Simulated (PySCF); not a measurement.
GaHBr2, SMILES [Br][GaH][Br].

Coordinates come from a PBE0-D3(BJ)/def2-SVP optimisation.

All values below come from PySCF with PBE0-D3(BJ)/def2-SVP.

Frequencies are harmonic and unscaled.

```csv
mode,ν (cm⁻¹),IR (km/mol),Raman (Å⁴/amu),depolarisation,moving atoms (share of kinetic energy)
1,93,2.4,2.6,0.69,"Br 72 %, Ga 28 %"
2,287,13.8,8.7,0.10,"Br 59 %, Ga 41 %"
3,341,70.5,2.4,0.75,"Ga 62 %, Br 38 %"
4,424,34.4,5.2,0.75,H 92 %
5,599,121.8,12.6,0.75,H 99 %
6,2049,98.4,230.0,0.20,H 99 %
```
